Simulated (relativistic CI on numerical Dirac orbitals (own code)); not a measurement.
In²⁰⁺: sensitivity of the levels to the model

Base calculation: Dirac-Coulomb-Breit CI, KLI orbitals optimised for each configuration, model QED (radiative potential, 1s self-energy scaled to tabulated hydrogen-like ionisation energies), unscaled Slater integrals.

Configuration list (outside the closed core [Ar]): 3d10.4s, 3d10.4p, 3d10.4d, 3d10.4f, 3d10.5s, 3d10.5p, 3d10.5d, 3d10.5f, 3d10.5g, 3d10.6s, 3d10.6p, 3d9.4s2, 3d10.6d, 3d10.6f, 3d10.7s, 3d9.4s.4p, 3d10.8s, 3d9.4s.4d, 3d9.4s.4f, 3d9.4s.5s, 3d9.4s.5p, 3d9.4s.5d, 3d9.4s.5f. Double excitations out of closed p, d and f shells are left out; levels of such configurations are missing from the list, as are those of other unlisted configurations, and high levels can miss mixing partners.

Variants: (1) QED terms removed. Shifts of the energy above 3d10.4s 2S_1/2, in cm⁻¹, for the lowest level and the first level of each name with at least 55 % of one term (blank where a level changes its place among those of its configuration and J or its character, or is not in the variant):

```csv
Level,Base,Δ(1)
3d10.4s 2S_1/2,0,0
3d10.4p 2P°_1/2,344634,+1750
3d10.4p 2P°_3/2,427853,+1598
3d10.4d 2D_3/2,993583,+1779
3d10.4d 2D_5/2,1009172,+1732
3d10.4f 2F°_5/2,1599723,+1721
3d10.4f 2F°_7/2,1601102,+1708
3d10.5s 2S_1/2,2031710,+942
3d10.5p 2P°_1/2,2190036,+1712
3d10.5p 2P°_3/2,2226669,+1643
3d10.5d 2D_3/2,2482892,+1727
3d10.5d 2D_5/2,2490086,+1704
3d10.5f 2F°_5/2,2746938,+1703
3d10.5f 2F°_7/2,2747960,+1696
```

At this charge energies of transitions that change n are usually good to better than 1 %, and those within a shell (Δn = 0) to a few per cent.

Ionisation energy from the two ground configurations alone: base 591.901 eV; QED terms removed 592.112 eV. The NIST ASD value (semi-empirical) is 593.38 eV.

LS names give the leading component of a level, which can be under half, so a name can repeat, a term be missing and a line seem to break the LS rules.
